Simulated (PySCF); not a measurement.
All of these have the formula C8H8. Level of theory: TDDFT wB97X-D/def2-SVPD, vertical, gas phase, core orbitals frozen in the response in PySCF 2.14.0, density-fitted response routines. Geometries: GFN2-xTB; one conformer of each isolated species. Triplets are in the Tamm–Dancoff approximation.

A. `C=C1C=CC=CC=C1`
B. `C1=CC2C3C=CC1C23`
C. `C=Cc1ccccc1`
D. `C#CC1=CC=CCC1`

Lowest singlet levels (six at most, fewer where fewer were computed) with oscillator strengths:

1. 5.75 eV (f 0.033); 5.88 eV (f 0.030); 6.53 eV (f 0.075); 6.63 eV (f 0.147); 6.86 eV (f 0.030); 7.05 eV (f 0.031); T1 3.99 eV
2. 2.83 eV (f 0.014); 4.62 eV (f 0.345); 5.76 eV (f 0.000); 6.21 eV (f 0.632); 6.30 eV (f 0.003); 6.39 eV (f 0.000); T1 1.90 eV
3. 5.08 eV (f 0.164); 5.25 eV (f 0.221); 6.41 eV (f 0.287); 6.70 eV (f 0.468); 6.96 eV (f 0.015); 7.27 eV (f 0.000); T1 3.35 eV
4. 4.29 eV (f 0.308); 5.32 eV (f 0.001); 6.12 eV (f 0.000); 6.21 eV (f 0.008); 6.30 eV (f 0.033); 6.70 eV (f 0.012); T1 2.52 eV

Problem. Match each spectrum to its molecule.

Solution. 1 = B, 2 = A, 3 = C, 4 = D.
- A: S1 at 2.83 eV, HOMO→LUMO (99%); Löwdin shares by element: HOMO carbon 56% or more (atoms not listed hold the other 44%); LUMO carbon 65% or more (atoms not listed hold the other 35%); HOMO -7.22 and LUMO -0.14 eV; point group C2v, 2 of its 6 listed states under f = 0.0005.
- B: S1 at 5.75 eV, HOMO→LUMO (94%); Löwdin shares by element: HOMO carbon 77% or more (atoms not listed hold the other 23%); LUMO carbon 64% or more (atoms not listed hold the other 36%); HOMO -8.24 and LUMO 1.83 eV; point group Cs.
- C: S1 at 5.08 eV, HOMO→LUMO (46%), HOMO→LUMO+1 (28%), HOMO-1→LUMO (20%); Löwdin shares by element: HOMO carbon 65% or more (atoms not listed hold the other 35%); LUMO carbon 59% or more (atoms not listed hold the other 41%); HOMO -8.32 and LUMO 0.58 eV; point group Cs, 1 of its 6 listed states under f = 0.0005.
- D: S1 at 4.29 eV, HOMO→LUMO (97%); Löwdin shares by element: HOMO carbon 63% or more (atoms not listed hold the other 37%); LUMO carbon 64% or more (atoms not listed hold the other 36%); HOMO -7.83 and LUMO 0.28 eV.
